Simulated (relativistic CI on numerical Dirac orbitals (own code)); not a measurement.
# Ag VII: calculation against measurement

Computed by Dirac-Coulomb-Breit CI, separate exchange-only KLI orbitals for each configuration, model QED, unscaled Slater integrals (own radial code, finite nucleus).

Configurations in the expansion (outside the closed core [Ar] 3d10): 4s²4p⁶4d⁵, 4s²4p⁶4d⁴5s, 4s²4p⁶4d⁴4f, 4s²4p⁵4d⁶, 4s²4p⁶4d⁴5p, 4s²4p⁶4d⁴5d, 4s²4p⁶4d⁴6s, 4s4p⁶4d⁶, 4s²4p⁶4d⁴6p, 4s²4p⁵4d⁵4f, 4s²4p⁶4d⁴5f, 4s²4p⁶4d³5s5p, 4s²4p⁶4d⁴6d, 4s²4p⁶4d⁴5g, 4s²4p⁶4d⁴7p, 4s²4p⁶4d⁴6f, 4s²4p⁶4d³4f5s, 4s²4p⁵4d⁵5s, 4s4p⁶4d⁵4f, 4s²4p⁵4d⁵6s, 4s²4p⁶4d³5s², 4s²4p⁶4d²4f5s², 4s²4p⁶4d²5s²5p, 4s²4p⁶4d²5s²5d, 4s²4p⁶4d²5s²6s, 4p⁶4d⁷, 4p⁵4d⁸. Double excitations out of closed p, d and f shells are left out; levels of such configurations are missing from the list, as are those of other unlisted configurations, and high levels can miss mixing partners. These lack a partner that the ground configuration has and come out too high: 4s²4p⁵4d⁵4f, 4s²4p⁵4d⁵5s, 4s²4p⁵4d⁵6s.

```
Configuration  Term (tabulated)     J  Measured (cm⁻¹)  Computed  Error  Purity (%)
    4s²4p⁶4d⁵                6S   5/2              0.0         0      0          97
    4s²4p⁶4d⁵                4G   5/2          29390.0     33722   4332          91
    4s²4p⁶4d⁵                4G   7/2          30378.0     34371   3993          95
    4s²4p⁶4d⁵                4G  11/2          30662.0     34527   3865          96
    4s²4p⁶4d⁵                4G   9/2          30907.0     34743   3836          97
    4s²4p⁶4d⁵                4D   7/2          36485.0     42707   6222          93
    4s²4p⁶4d⁵                2I  11/2          44011.0     48692   4681          91
    4s²4p⁶4d⁵                2I  13/2          45546.0     49865   4319          98
    4s²4p⁶4d⁵                4F   5/2          51049.0     60120   9071          76
    4s²4p⁶4d⁵                4F   3/2          53796.0     62814   9018          58
    4s²4p⁶4d⁵                2G   7/2          55773.0     64059   8286          70
    4s²4p⁶4d⁵                2H  11/2          57962.0     65792   7830          90
    4s²4p⁶4d⁵                2G   7/2          79705.0     93328  13623          97
  4s²4p⁶4d⁴5p               6P°   5/2         333327.0    350006  16679          70
  4s²4p⁶4d⁴5p               6P°   7/2         334906.0    351387  16481          89
  4s²4p⁶4d⁴5p               6P°   3/2         336333.0    353001  16668          63
  4s²4p⁶4d⁴5p               6D°   1/2         341227.0    358774  17547          67
  4s²4p⁶4d⁴5p               6D°   7/2         341458.0    359092  17634          65
  4s²4p⁶4d⁴5p               4F°   7/2         346061.0    363972  17911          65
  4s²4p⁶4d⁴5p               4D°   1/2         352270.0    371975  19705          95
  4s²4p⁶4d⁴5p               4D°   5/2         354235.0    373710  19475          79
  4s²4p⁶4d⁴5p               4D°   7/2         354869.0    374480  19611          82
```

Measured levels from measured levels as listed in Gamrath, thesis, University of Mons (2023); pairs were made by configuration, J and term (by order where the table uses no LS term), so strongly mixed levels may be paired wrongly.

Mean error by configuration (cm⁻¹): 4s²4p⁶4d⁵ 6590; 4s²4p⁶4d⁴5p 17968. Over the excited levels the mean absolute error is 11466 cm⁻¹ (21 of the 69 excited levels that our extract of the source holds in range could be paired, and the others can miss by more), and the median relative error of those above 1,000 cm⁻¹ is 11 %. Some levels of the ground configuration have no partner.
